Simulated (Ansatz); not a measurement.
This geometry of BrCl3H3HfN (9 atoms, charge 0, multiplicity 1) is a first-order saddle point.

These are results of RKS PBE/def2-SVP in Ansatz 0.2.0, not measurements.

```xyz
9
Properties=species:S:1:pos:R:3
Hf -0.014 0.400 -0.152
Cl -0.909 0.622 2.236
Cl 1.649 0.417 -1.837
Cl -1.688 1.760 -1.108
N -0.542 -1.523 -0.319
H -1.301 -1.966 0.214
H -0.194 -2.174 -1.032
Br 2.199 1.036 1.572
H 0.819 0.904 2.341
```

(1) Which two structures does it join? (They come from a converged band through this point; their orientation in space is the band's.)

(2) How far does it lie above each of them?

Answers

(1) Bonds broken: Hf1–Cl2, Br8–H9. Bonds formed: Hf1–Br8, Cl2–H9. BrCl3H3HfN becomes BrCl2H2HfN + ClH.

Initial state:

```xyz
9
Properties=species:S:1:pos:R:3
Hf -0.004 -0.026 -0.006
Cl 0.072 -0.395 2.367
Cl 2.070 -0.299 -1.105
Cl -1.515 1.669 -0.658
N -0.971 -1.645 -0.679
H -1.991 -1.738 -0.759
H -0.528 -2.524 -0.973
Br 1.642 2.665 1.330
H 1.245 1.771 2.399
```

Final state:

```xyz
9
Properties=species:S:1:pos:R:3
Hf 0.387 0.444 -0.730
Cl -1.158 0.185 2.832
Cl 1.548 0.100 -2.739
Cl -1.406 1.955 -0.978
N -0.317 -1.349 -0.190
H -0.920 -1.455 0.639
H -0.147 -2.265 -0.619
Br 1.965 1.256 1.097
H 0.065 0.606 2.604
```

(2) 0.191 eV above the first and 0.157 eV above the second. This is the barrier of this one path; another mechanism may lie lower. The orbitals stay closed-shell, which can raise the energy where a bond breaks towards radicals; this wasn't checked here.

Run time: 6.4 min on 4 threads of Arm Neoverse V2 (shared host), peak memory 0.27 GiB.
